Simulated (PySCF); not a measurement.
A PySCF script (with the pyscf-properties extension) for the NMR shieldings of SMILES O[BH2-][O+]1CCCC1, C₄H₁₁BO₂, on a PBE0-D3(BJ)/def2-SVP geometry:

```python
import basis_set_exchange as bse
import numpy as np
from pyscf import gto, dft
from pyscf.prop import nmr

atoms = """
O     2.160255    1.398272    0.921911
B     2.138663    0.547630   -0.198975
O     0.522137   -0.103562   -0.260133
C    -0.518333    0.885287   -0.404457
C    -1.698406    0.357660    0.409247
C    -1.354487   -1.115500    0.628994
C     0.154378   -1.065512    0.729927
H     2.530345    0.961052    1.691153
H     2.127178    1.138188   -1.266634
H     2.772275   -0.500175   -0.137116
H    -0.728052    0.970798   -1.479981
H    -0.132730    1.844002   -0.030994
H    -1.761521    0.879976    1.375844
H    -2.657362    0.501099   -0.108066
H    -1.654319   -1.724987   -0.237921
H    -1.826155   -1.542279    1.525320
H     0.488861   -0.711968    1.721379
H     0.672700   -2.002048    0.486729
"""
names = dict.fromkeys(["O", "B", "C", "H"], "pcSseg-1")
basis = {el: gto.basis.parse(bse.get_basis(n, elements=[el], fmt="nwchem")) for el, n in names.items()}
mol = gto.M(atom=atoms, basis=basis, charge=0, verbose=0)
mf = dft.RKS(mol, xc="HYB_GGA_XC_WP04")
mf.grids.level = 2
mf.grids.alignment = dft.numint.BLKSIZE   # the property module wants whole blocks of grid points
mf.conv_tol = 1e-9
mf.kernel()

calc = nmr.RKS(mf)   # GIAO
C = mf.mo_coeff
Co = C[:, mf.mo_occ > 0]
resp = mf.gen_response(singlet=True, hermi=2)
def vind(x):   # induced exchange potential for any number of trial vectors
    d = np.einsum("pi,xij,qj->xpq", C, 2 * x.reshape(-1, C.shape[1], Co.shape[1]), Co, optimize=True)
    return np.einsum("xpq,pi,qj->xij", resp(d - d.transpose(0, 2, 1)), C, Co, optimize=True).ravel()
mo1, _ = nmr.rhf.solve_mo1(calc, with_cphf=vind)
sigma = calc.kernel(mo1)
for i, s in enumerate(sigma):   # ppm
    print("%2d %-2s %9.2f" % (i, mol.atom_pure_symbol(i), np.trace(s) / 3))
```

Question: Give the expected output.

Answer: 
```
 0 O     265.61
 1 B      83.93
 2 O     236.02
 3 C     100.38
 4 C     142.60
 5 C     141.60
 6 C     100.24
 7 H      29.98
 8 H      28.65
 9 H      28.58
10 H      27.92
11 H      27.07
12 H      29.77
13 H      29.74
14 H      29.73
15 H      29.86
16 H      28.14
17 H      27.92
```

These numbers come from an equivalent density-fitted implementation of the same equations, which agrees with the script to about 0.01 ppm for H and up to a few tenths of a ppm for heavy atoms, so last digits may differ.

Question: Turn these shieldings into chemical shifts. Shifts are taken against calculated references (same method and geometry level): 17O (σref 317.54) vs H2O; 11B (σref 95.72) vs BF3·OEt2; 13C (σref 172.44) and 1H (σref 31.56) vs TMS.

Answer: Averaging equivalent atoms: O 2: 81.5; O 0: 51.9; B 1: 11.8; C 3/6: 72.1; C 4/5: 30.3; H 10/11/16/17: 3.80; H 8/9: 2.95; H 12/13/14/15: 1.79; H 7: 1.59 ppm. Experimental scales use liquid or dissolved standards, which lie at an offset from isolated H2O (liquid H2O: subtract about 36 ppm).

Size and cost of the density-fitted run: 174 basis functions, 19 s wall time on 1 thread of an Arm Neoverse V1, shared host; peak memory 0.96 GiB.
